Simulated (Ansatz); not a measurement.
Cs₈Cl₈⁺ (started as a model of: 1x4x4 CsCl rock-salt block). Charge 1, multiplicity 2. Geometry PBE-D4/def2-SVP, that of the neutral singlet; atoms count from 1.

```xyz
16

Cs   -5.734    0.671   -3.687
Cl   -4.430   -1.785   -2.123
Cs   -2.418   -4.439   -1.525
Cl   -0.851   -6.750    0.060
Cl   -3.836    2.748   -2.185
Cs   -2.450    0.287   -0.241
Cl   -0.267   -2.302   -0.036
Cs    1.276   -4.859    1.547
Cs   -1.267    4.857   -1.555
Cl    0.254    2.305    0.055
Cs    2.440   -0.283    0.249
Cl    3.848   -2.750    2.168
Cl    0.865    6.746   -0.075
Cs    2.406    4.441    1.544
Cl    4.422    1.787    2.131
Cs    5.744   -0.673    3.674
```

In the def2 sets Cs takes a core potential; there is no spin–orbit coupling. The gap within one spin of the charge 1 doublet nearly closes, so an electron or hole may be smeared out by delocalisation error.

(1) Estimate the Mulliken populations from the PBE/def2-SVP orbitals of Ansatz.

(2) Where does the spin sit?

(3) And the Mayer bond orders between bonded heavy atoms (over 0.3)?

Results:

(1) 
```
atom  charge (e)  spin (α − β)
 Cs1        0.62          0.00
 Cl2       -0.44          0.09
 Cs3        0.51          0.00
 Cl4       -0.33          0.30
 Cl5       -0.44          0.09
 Cs6        0.55          0.00
 Cl7       -0.48          0.02
 Cs8        0.51          0.00
 Cs9        0.51          0.00
Cl10       -0.48          0.02
Cs11        0.55          0.00
Cl12       -0.44          0.09
Cl13       -0.33          0.30
Cs14        0.51          0.00
Cl15       -0.44          0.09
Cs16        0.62          0.00
```
Mulliken values and Mayer orders depend strongly on the basis.

(2) Summed by element: Cs 0.01, Cl 0.99, of 1 unpaired in all. Largest on single atoms: Cl13 0.30, Cl4 0.30, Cl2 0.09.

(3) Cs1–Cl2 0.36 (3.19 Å); Cs1–Cl5 0.36 (3.19 Å); Cl2–Cs3 0.30 (3.38 Å); Cs3–Cl4 0.38 (3.21 Å); Cl4–Cs8 0.38 (3.21 Å); Cl5–Cs9 0.30 (3.38 Å); Cs8–Cl12 0.30 (3.38 Å); Cs9–Cl13 0.38 (3.21 Å); Cl12–Cs16 0.36 (3.19 Å); Cl13–Cs14 0.38 (3.21 Å); Cs14–Cl15 0.30 (3.38 Å); Cl15–Cs16 0.36 (3.19 Å).
